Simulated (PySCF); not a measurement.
PySCF 2.14 output of an unrestricted MN15 calculation on a single atom or ion in x2c-SVPall (4s3p1d, 18 functions), with the spin-free X2C one-electron Hamiltonian (Gaussian nucleus):

```
SCF conv_tol = 1e-09
number electrons alpha = 6  beta = 6
    H. S. Yu, X. He, S. L. Li, and D. G. Truhlar.,  Chem. Sci. 7, 5032-5051 (2016)
    H. S. Yu, X. He, S. L. Li, and D. G. Truhlar.,  Chem. Sci. 7, 5032-5051 (2016)
cycle= 1 E= -288.925348291031  delta_E= -0.00195  |g|= 0.00696  |ddm|= 0.0648
cycle= 2 E= -288.925363925144  delta_E= -1.56e-05  |g|= 0.001  |ddm|= 0.0153
cycle= 3 E= -288.925364153131  delta_E= -2.28e-07  |g|= 5.3e-05  |ddm|= 0.000649
cycle= 4 E= -288.925364155917  delta_E= -2.79e-09  |g|= 1.93e-06  |ddm|= 0.000302
cycle= 5 E= -288.92536415592  delta_E= -2.96e-12  |g|= 2.24e-09  |ddm|= 1.01e-05
converged SCF energy = -288.92536415592  <S^2> = -1.7763568e-15  2S+1 = 1
```

The run itself started from symmetry-adapted Hartree-Fock orbitals and held the occupation by maximum overlap, on a logarithmic radial grid, so the iterations belong to that start.

Problem. Which element, charge and spin multiplicity is this?

Solution. Si²⁺ (silicon, charge +2), multiplicity 1; the state was [Ne] 3s2, closed-shell 1S.
